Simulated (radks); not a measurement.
Q: All-electron atom: Mg in [Ne] 3s2. Calculated with a radial shooting solver on a logarithmic mesh with Libxc functionals: Dirac Kohn-Sham, LDA (Slater exchange, Perdew-Wang correlation), spin-unpolarised, spherical densities, finite nucleus; Fermi nuclear charge, rms radius 3.057 fm. Some entries of the table are withheld. Estimate them.

| orbital | occ. | eigenvalue (eV) | r(max) (bohr) | <1/r> (bohr^-1) |
|---|---|---|---|---|
| 1s1/2 | 2 | -1253.353 | (1) | (2) |
| 2s1/2 | 2 | (3) | 0.5485 | 2.094 |
| 2p1/2 | 2 | -46.9129 | 0.4762 | 1.961 |
| 2p3/2 | 4 | -46.6244 | 0.4778 | 1.952 |
| 3s1/2 | 2 | -4.7818 | 2.514 | 0.4272 |
| 3p1/2 | 0 | -1.3786 | (4) | (5) |
| 3p3/2 | 0 | -1.3715 | (6) | (7) |
| 4s1/2 | 0 | -0.0542 | 9.660 | 0.09591 |

A: 
(1) 1s1/2 r(max) (bohr): 0.08538
(2) 1s1/2 <1/r> (bohr^-1): 11.58
(3) 2s1/2 eigenvalue (eV): -79.2917
(4) 3p1/2 r(max) (bohr): 3.494
(5) 3p1/2 <1/r> (bohr^-1): 0.2929
(6) 3p3/2 r(max) (bohr): 3.502
(7) 3p3/2 <1/r> (bohr^-1): 0.2922
